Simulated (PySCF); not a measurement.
Radial density of P³⁺ (phosphorus, charge +3)

MN15, [Ne] 3s2, closed-shell 1S. Computed with PySCF 2.14 in cc-pV(D+d)Z (4s3p2d, 23 functions), with the non-relativistic Hamiltonian (point nucleus).

```csv
r (bohr),4πr²ρ (e/bohr)
0.00147,0.05687
0.00247,0.1566
0.00416,0.4202
0.00700,1.093
0.0118,2.679
0.0198,5.968
0.0333,11.29
0.0560,16.38
0.0942,15.80
0.159,10.96
0.267,13.48
0.448,14.95
0.754,5.378
1.27,1.684
2.13,0.8445
3.59,0.03432
6.04,0.0001065
```
